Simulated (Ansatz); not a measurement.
B2FGeH3O (`FB1[BH][GeH2][O]1`) at its PBE0-D4/def2-TZVP geometry, where that method's forces vanish. Charge 0, multiplicity 1.

```xyz
8

F     0.4609   -1.7438   -1.9334
B     0.2231   -0.8892   -0.9481
B     0.3283    0.8426   -0.8344
Ge   -0.3049    0.3770    1.0771
O    -0.1905   -1.3073    0.2700
H     0.6040    1.8084   -1.4678
H    -1.7596    0.5537    1.5448
H     0.6386    0.3586    2.2918
```

(1) What forces (eV/Å) does r2SCAN-D4/def2-TZVPP give on these atoms in the Gaussian-basis code of Ansatz? (An estimate is asked.)

## Answers

(1) Ansatz gave: 
```
F1   0.022 -0.129 -0.104
B2   0.051  0.265 -0.096
B3   0.010  0.024 -0.025
Ge4  0.007  0.163  0.018
O5  -0.086 -0.249  0.212
H6  -0.009 -0.017  0.023
H7   0.045 -0.032 -0.001
H8  -0.040 -0.025 -0.028
```
